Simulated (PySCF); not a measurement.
One entry of a table of gas-phase calculations, keyed by method.

```json
{
 "name": "CF3SO2Cl",
 "formula": "CClF3O2S",
 "smiles": "O=S(=O)(Cl)C(F)(F)F",
 "inchi": "InChI=1S/CClF3O2S/c2-8(6,7)1(3,4)5",
 "charge": 0,
 "multiplicity": 1,
 "geometry_level": "PBE0-D3(BJ)/def2-SVP",
 "atoms_angstrom": [
  ["O", 1.326, -0.178, 1.467],
  ["S", 0.953, -0.116, 0.077],
  ["O", 1.411, -1.054, -0.917],
  ["Cl", 1.302, 1.802, -0.611],
  ["C", -0.919, -0.094, -0.007],
  ["F", -1.327, -1.294, 0.34],
  ["F", -1.383, 0.804, 0.829],
  ["F", -1.303, 0.18, -1.232]
 ],
 "electronic_structure_code": "PySCF",
 "results": {
  "PBE0-D3(BJ)/def2-SVP geometry optimisation, gas phase": {
   "rotational_constants_GHz": [2.047, 1.336, 1.165]
  },
  "PBE0/def2-SVPD ground state and vertical TDDFT (core frozen in the response)": {
   "dipole_D": 1.78,
   "homo_eV": -9.97,
   "lumo_eV": -2.72,
   "S1_eV": 5.56,
   "polarisability_au": 58.5,
   "r2_bohr2_about_centre_of_nuclear_charge": 1046.1,
   "singlets_eV_and_f": [
    [5.56, 0.003],
    [6.14, 0.005],
    [6.34, 0.065],
    [6.51, 0.002],
    [7.24, 0.006],
    [7.59, 0.159]
   ]
  }
 }
}
```

The polarisability is 8.67 Å³ as a volume (1 au = 0.148185 Å³), or 0.71 au for each of the 82 electrons. S1 lies 1.69 eV below the HOMO–LUMO gap; its leading configuration is HOMO→LUMO, weight 0.98. The rotational constants make it an asymmetric top with κ = (2B − A − C)/(A − C) = -0.61, nearer the prolate limit (−1). The dipole equals about 5.9 × 10⁻³⁰ C·m (1 D = 3.33564 × 10⁻³⁰ C·m). With B = h/(8π²I), that is 505.379 GHz u Å² over I, the principal moments of inertia are 246.9, 378.2 and 433.6 u Å² (most abundant isotopes); the inertial defect Ic − Ia − Ib is -191.5 u Å² (zero for a rigid planar frame, negative otherwise).

Shape of the structure used: `[O:1]=[S:2](=[O:3])([Cl:4])[C:5]([F:6])([F:7])[F:8]`: O1–S2–C5–F6 -71°.
